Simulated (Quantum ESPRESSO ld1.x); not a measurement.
Hg LXVII, configuration [Ne] 3s2 3p2.

All-electron calculation, Dirac Kohn-Sham, PBE, spin-unpolarised, spherical densities, point nucleus; open shells are shared between the two j in proportion to 2j + 1. Program: ld1.x of Quantum ESPRESSO 7.5.

Energy parts (eV):
total: -391556
kinetic: 468573
electron-nucleus: -889009
Hartree: 33611
exchange-correlation: -4730

Orbitals (lengths in bohr, moments of r in powers of bohr; <r^-3> diverges for s and p1/2; r(max) is where P^2 peaks):
orbital      occ.  eigenvalue (eV)      <r^2>  r(max)      <r>  <r^-3>  small-component weight
1s1/2           2         -88779.2  0.0003801   0.010  0.01657       -                9.27e-02
2s1/2           2         -20173.3   0.005591   0.059  0.06841       -                2.18e-02
2p1/2           2         -19647.9   0.003939   0.044  0.05619       -                2.17e-02
2p3/2           4         -17649.1   0.005057   0.051  0.06456   22050                1.94e-02
3s1/2           2         -8157.45    0.03167   0.159   0.1663       -                8.56e-03
3p1/2    0.666667         -7966.55    0.02821   0.147   0.1556       -                8.48e-03
3p3/2     1.33333         -7429.75    0.03271   0.160   0.1681    6326                7.86e-03
3d3/2           0         -7186.99    0.02375   0.122   0.1434    1147                7.62e-03
3d5/2           0         -7061.71    0.02494   0.125   0.1473   947.7                7.46e-03
4s1/2           0         -4352.89     0.1085   0.314   0.3100       -                4.48e-03

The highest occupied level is 3p3/2 at -7429.7 eV. Summed over all electrons, <r^2> = 0.1658 bohr^2, which gives a Langevin (diamagnetic) susceptibility term of -0.131 x 10^-6 cm^3/mol. For comparison, the ionisation energy in NIST's Atomic Spectra Database is 8010 eV (theoretical). In exact Kohn-Sham theory the highest level is minus the ionisation energy, but local and semilocal functionals leave it too shallow, through self-interaction and a potential that decays too fast; potentials with the right tail come closer.

Beside tabulated values, note that spin-unpolarised runs miss the spin-polarisation part of the exchange energy of open shells.
